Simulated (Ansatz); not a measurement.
A structure relaxed at PBE0-D4/def2-TZVP, charge 0, multiplicity 1:

Cartesian coordinates in Å:
```
C 0.8207 1.0427 -1.0810
P 0.2174 -0.1269 0.1763
C -1.0402 0.8400 1.0686
C -0.7782 -1.2999 -0.7962
Cu 1.7323 -1.0118 1.4040
F 2.9869 -1.7449 2.4208
H -0.0046 1.4534 -1.6677
H 1.5179 0.5325 -1.7473
H 1.3560 1.8579 -0.5920
H -1.5453 0.1990 1.7926
H -1.7784 1.2594 0.3808
H -0.5554 1.6503 1.6151
H -1.2770 -1.9986 -0.1229
H -1.5281 -0.7794 -1.3968
H -0.1240 -1.8735 -1.4543
```

Task: Give its formula and SMILES.

Result: C3H9CuFP, `C[P+](C)(C)[Cu-][F]`.

Task: Point group (tolerance 0.08 Å, 0.16 Å for H)?

Result: C3v.

Task: Summarise the bond lengths by kind.

Result: 3 × C–P 1.820 Å; 9 × C–H 1.091 to 1.093 Å; 1 × Cu–P 2.141 Å; 1 × Cu–F 1.773 Å.

Results of the Gaussian-basis code of Ansatz.
